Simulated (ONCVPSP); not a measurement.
## Mn (Z = 25): variants of one ONCV potential

Base potential:

Mn, optimised norm-conserving Vanderbilt (ONCV), made with ONCVPSP 4.0.1 (PBE, scalar-relativistic). Core [Ne], reference 3s2 3p6 3d5 4s1.75 (charge +0.25). Waves: 3s+4s: rc 1.30 bohr, ncon 3, nbas 6, qcut 10.9 1/bohr, 2 projectors; 3p: rc 0.90 bohr, ncon 4, nbas 8, qcut 8.7 1/bohr, 1 projector; 3d: rc 1.25 bohr, ncon 4, nbas 8, qcut 10.4 1/bohr, 2 projectors, debl 1.1 Ha; f scattering state at 0.32 Ha: rc 1.10 bohr, ncon 4, nbas 7, qcut 9.8 1/bohr, 2 projectors, debl 1.8 Ha. Local part: polynomial inside 0.85 bohr (lpopt 5, dvloc0 0 Ha). Core correction: Teter function, parameters optimised by the program.

Cutoffs, loose and tight: the cutoffs (Ha) at which the residual kinetic energy of the hardest occupied pseudo-wave falls to 1 and 0.1 mHa per electron. They do not see the model core or the augmentation charge, which bear on the density cutoff. Test errors are all-electron minus pseudo excitation energies from the reference, over the configurations 3s2 3p6 3d5 4s2; 3s2 3p6 3d5 4s1; 3s2 3p6 3d5 4s0; 3s2 3p6 3d5 4s0 4p1. A dash means not determined; rows that change the core or the reference have their own tests.

```tsv
change	outcome	cutoff, loose	cutoff, tight	bound ghosts	GHOST(+) flags above zero	largest test error (meV)
base	generated	49 Ha	218 Ha	none	none	-55
core [Ar], valence charge 7; reference 3d5 4s1; waves now 4s: rc 2.25 bohr, ncon 4, nbas 8, qcut 3.1 1/bohr, 2 projectors, debl 2.3 Ha; p scattering state at 0.23 Ha: rc 2.25 bohr, ncon 4, nbas 9, qcut 3 1/bohr, 2 projectors, debl 2.9 Ha; 3d: rc 1.85 bohr, ncon 4, nbas 8, qcut 9.7 1/bohr, 1 projector; f scattering state at 0.34 Ha: rc 2.05 bohr, ncon 4, nbas 9, qcut 5.3 1/bohr, 3 projectors, debl 0.9 Ha; local potential polynomial inside 1.60 bohr (lpopt 5, dvloc0 0 Ha)	generated, projector energies reset by the program	33 Ha	37 Ha	none	s, p, f	-235
f: qcut 9.3	generated	49 Ha	218 Ha	none	none	-55
all radii but the core radius scaled by about 0.97 (s 1.26, p 0.88, d 1.20, f 1.06 bohr); local potential polynomial inside 0.82 bohr (lpopt 5, dvloc0 0 Ha)	generated	51 Ha	234 Ha	none	s	-63
local potential polynomial inside 0.60 bohr (lpopt 5, dvloc0 0 Ha)	generated	49 Ha	218 Ha	none	s	-55
local potential polynomial inside 0.85 bohr (lpopt 5, dvloc0 -3 Ha)	generated	49 Ha	218 Ha	none	s, f	-55
s: qcut 8.6; p: qcut 6.8; d: qcut 8.2; f: qcut 7.7	generated	137 Ha	160 Ha	none	f	+19
d: qcut 9.7	generated	48 Ha	218 Ha	none	none	-53
```

Task: What comes out with this change to the base: functional Wu-Cohen?

Result: outcome: generated; cutoff, loose: 49 Ha; cutoff, tight: 218 Ha; bound ghosts: none; GHOST(+) flags above zero: none; largest test error (meV): -42.

Task: What comes out with this change to the base: core correction Teter function, fcfact 1.5, rcfact 1.25?

Result: outcome: generated; cutoff, loose: 49 Ha; cutoff, tight: 218 Ha; bound ghosts: none; GHOST(+) flags above zero: none; largest test error (meV): +19.
